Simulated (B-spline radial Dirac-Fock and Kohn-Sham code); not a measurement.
**Two-hole binding energies of Re²⁺**

System: Re²⁺, configuration 1s2 2s2 2p6 3s2 3p6 3d10 4s2 4p6 4d10 4f14 5s2 5p6 5d5, inside a Watson sphere of charge -2 and radius 1.6 Å (a model of the Madelung potential; inside it an electron's potential energy is raised by 18.0 eV).

The computed values come from an atomic code on a B-spline grid: relaxed Dirac-Fock hole states (ΔSCF) with Breit and QED corrections and a finite nucleus. U is the two-hole binding energy less the two single-hole energies, the effective repulsion of the holes after relaxation. Each two-hole energy is an average over J within one jj subconfiguration.

```
          holes  E(a) (eV)  E(b) (eV)  E(ab) (eV)  U (eV)
   1s⁻¹ 2p3/2⁻¹    71682.8    10546.0     82568.5   339.7
   1s⁻¹ 3d3/2⁻¹    71682.8     1960.6     73743.3    99.9
   1s⁻¹ 3d5/2⁻¹    71682.8     1894.0     73672.2    95.4
        2p1/2⁻²    11969.5    11969.5     24228.2   289.3
2p1/2⁻¹ 2p3/2⁻¹    11969.5    10546.0     22759.5   244.0
   2s⁻¹ 3p1/2⁻¹    12545.4     2695.4     15333.0    92.1
   2s⁻¹ 3d3/2⁻¹    12545.4     1960.6     14602.2    96.2
   2p3/2⁻¹ 3s⁻¹    10546.0     2950.0     13581.9    85.9
2p3/2⁻¹ 3p1/2⁻¹    10546.0     2695.4     13336.0    94.5
        3p1/2⁻²     2695.4     2695.4      5460.4    69.5
3d3/2⁻¹ 3d5/2⁻¹     1960.6     1894.0      3926.1    71.5
        5p1/2⁻²      62.22      62.22           ?       ?
5p1/2⁻¹ 5p3/2⁻¹      62.22      51.22       128.6    15.2
        4f5/2⁻²      51.45      51.45       127.4    24.5
```

Question: Give the missing two-hole energy and U.

Answer: E(ab) = 141.2 eV and U = 16.7 eV.
